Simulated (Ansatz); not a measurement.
H3SiTe (`[SiH3][Te]`) radical, relaxed with UKS PBE-D4/def2-SVP in the Gaussian-basis code of Ansatz from a rough embedded geometry. The force threshold is 0.03 eV/Å; the program also tests the step.

The species carries charge 0 and has multiplicity 2. Te takes the def2 core potential.

Start:

```xyz
5

Si   -0.025   -0.137    0.075
Te    0.544    1.817   -1.237
H     1.107   -0.593    0.964
H    -0.430   -1.223   -0.785
H    -1.197    0.136    0.983
```

```json
{"step": "1", "energy (eV)": "-15212.2603", "largest force (eV/Å)": "1.156", "largest move (Å)": "0.000"}
{"step": "2", "energy (eV)": "-15212.3405", "largest force (eV/Å)": "0.315", "largest move (Å)": "0.089"}
{"step": "3", "energy (eV)": "-15212.3502", "largest force (eV/Å)": "0.075", "largest move (Å)": "0.040"}
{"step": "4", "energy (eV)": "-15212.3507", "largest force (eV/Å)": "0.019", "largest move (Å)": "0.006"}
{"step": "5", "energy (eV)": "-15212.3511", "largest force (eV/Å)": "0.036", "largest move (Å)": "0.008"}
{"step": "6", "energy (eV)": "-15212.3515", "largest force (eV/Å)": "0.047", "largest move (Å)": "0.010"}
{"step": "7", "energy (eV)": "-15212.3521", "largest force (eV/Å)": "0.050", "largest move (Å)": "0.011"}
{"step": "8 (rejected)", "energy (eV)": "-15212.3473", "largest force (eV/Å)": "0.122", "largest move (Å)": "0.071"}
{"step": "9", "energy (eV)": "-15212.3525", "largest force (eV/Å)": "0.019", "largest move (Å)": "0.025"}
```

End:

```xyz
5

Si   -0.020   -0.176    0.089
Te    0.521    1.895   -1.217
H     1.118   -0.618    0.967
H    -0.431   -1.322   -0.795
H    -1.188    0.220    0.956
```

Hardware: 2 threads of an AMD EPYC 7R13 on a shared host. Wall time 19 s, peak host memory 0.31 GiB.
